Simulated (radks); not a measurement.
The numbers below are computed, except where a source is named.
Species: Ca II. Configuration: [Ar] 4s1. Code: a radial shooting solver on a logarithmic mesh with Libxc functionals. Model: non-relativistic Kohn-Sham, BLYP, spin-polarised, spherical densities, point nucleus; open shells are filled with parallel spins first.

Unscreened Slater integrals over Kohn-Sham orbitals (hartree). They are taken over the spin-up orbitals.

integral,value
"F0(4s,4s)",0.25294
"F0(4s,3p)",0.32172
"G1(4s,3p)",0.022965
"F0(4s,3s)",0.32442
"G0(4s,3s)",0.015600
"F0(4s,2p)",0.34777
"G1(4s,2p)",0.0077715
"F0(3p,3p)",0.71216
"F2(3p,3p)",0.35650
"F0(3p,3s)",0.74222
"G1(3p,3s)",0.49226
"F0(3p,2p)",0.97275
"F2(3p,2p)",0.17930
"G0(3p,2p)",0.070592
"G2(3p,2p)",0.072347
"F0(3s,3s)",0.77627
"F0(3s,2p)",1.0343
"G1(3s,2p)",0.081491
"F0(2p,2p)",2.7847
"F2(2p,2p)",1.3019
